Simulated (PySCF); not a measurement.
biphenyl (C12H10), SMILES c1ccc(-c2ccccc2)cc1.

Coordinates come from a B3LYP-D3(BJ)/def2-SVP optimisation. The values are those of a single conformer.

All values below come from PySCF with PBE/def2-SVP.

Symmetry labels are those of the subgroup D2 that the program uses (full group D2).

Question: List the valence orbital energies around the gap with their symmetry. (The exact figures need the calculation; the answer reports its results.)

Answer: 
```json
[
 {"orbital": "HOMO−7", "symmetry": "B2", "energy (eV)": "-8.73"},
 {"orbital": "HOMO−6", "symmetry": "B1", "energy (eV)": "-8.38"},
 {"orbital": "HOMO−5", "symmetry": "A", "energy (eV)": "-8.04"},
 {"orbital": "HOMO−4", "symmetry": "B3", "energy (eV)": "-7.94"},
 {"orbital": "HOMO−3", "symmetry": "B3", "energy (eV)": "-6.85"},
 {"orbital": "HOMO−2", "symmetry": "B2", "energy (eV)": "-6.28"},
 {"orbital": "HOMO−1", "symmetry": "A", "energy (eV)": "-6.26"},
 {"orbital": "HOMO", "symmetry": "B1", "energy (eV)": "-5.63"},
 {"orbital": "LUMO", "symmetry": "B3", "energy (eV)": "-1.71"},
 {"orbital": "LUMO+1", "symmetry": "B2", "energy (eV)": "-1.16"},
 {"orbital": "LUMO+2", "symmetry": "A", "energy (eV)": "-1.03"},
 {"orbital": "LUMO+3", "symmetry": "B1", "energy (eV)": "-0.29"}
]
```
